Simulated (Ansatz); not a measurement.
Basis-set extrapolation for C7H8O4, SMILES `C=CC(=O)OC1CCOC1=O` (PBE0-D4/def2-TZVP geometry, frozen core, the Gaussian-basis code of Ansatz). Multiplicity 1, RHF reference.

|  | def2-TZVPP | def2-QZVPP |
| --- | --- | --- |
| HF | -569.418038 | -569.442907 |
| MP2 correlation | -2.029273 | -2.175017 |
| CCSD(T) correlation | -2.160164 | not run |

Energies in hartree. Use E(X) = E(∞) + A·exp(−7.88·√X) for Hartree–Fock and E(X) = E(∞) + B·X^(−2.97) for correlation, with X = 3 and 4, and add CCSD(T) minus MP2 of the smaller set to the MP2 limit.

What is the CCSD(T) energy at the basis-set limit?

HF limit: -569.442907 + (-0.024869) × 0.13774 = -569.44633. MP2 limit: -2.175017 + (-0.145744) × 0.74074 = -2.28298. Higher-order term: -2.160164 − (-2.029273) = -0.13089. Total: -571.86020 hartree, 177.0 kcal/mol below CCSD(T)/def2-TZVPP.
